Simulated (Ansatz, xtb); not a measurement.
Loss of C2H6: C2H6O2Si → SiO2 + C2H6

Species: C2H6O2Si `CO[Si]OC`, singlet; SiO2 (silicon dioxide molecule) `O=[Si]=O`, singlet; C2H6 (ethane) `CC`, singlet. 

Shapes, held fixed at every level: PBE0-D4/def2-TZVP. Flexible molecules stand in one conformer, not always the lowest. Programs: Ansatz 0.2.0, xtb 6.7.1. The zero-point and thermal change to 298 K, harmonic and unscaled (PBE0-D4/def2-TZVP), is -7.4 kJ/mol.

```csv
level,kind,ΔH(298 K) (kJ/mol),less CCSD(T)/CBS estimate,CPU time (sum over the molecules)
GFN1-xTB,semi-empirical,-22.8,-73.5,0.11 s
SPW92/def2-TZVPP,LDA,+91.4,+40.7,7.9 s
BHLYP-D4/def2-TZVPP,global hybrid,+98.7,+48.0,16 s
wB97X-V/def2-TZVPP,range-separated hybrid,+75.2,+24.5,38 s
B2PLYP/def2-TZVPP,double hybrid,+36.4,-14.3,31 s
MP2/def2-TZVPP,perturbation theory,+18.5,-32.2,–
CCSD(T)/def2-SVP,coupled cluster or CI,+69.8,+19.1,23 s
CCSD/def2-TZVPP,coupled cluster or CI,+64.8,+14.1,–
CCSD(T)/CBS estimate,coupled cluster or CI,+50.7,0.0,23 min
```

The highest level, CCSD(T)/CBS estimate, gives ΔH(298 K) = +50.7 kJ/mol; the levels span -22.8 to +98.7. They disagree on the sign: 8 of 9 are positive. GFN1-xTB strays far from the other rows. The column of differences is taken from that level and isn't an error. No measured value is set beside it here. The CBS estimate extrapolates MP2 from def2-TZVPP and def2-QZVPP and adds CCSD(T) − MP2 in the triple-zeta set, cores frozen. Times are processor times on shared x86 and Arm servers, and rough.
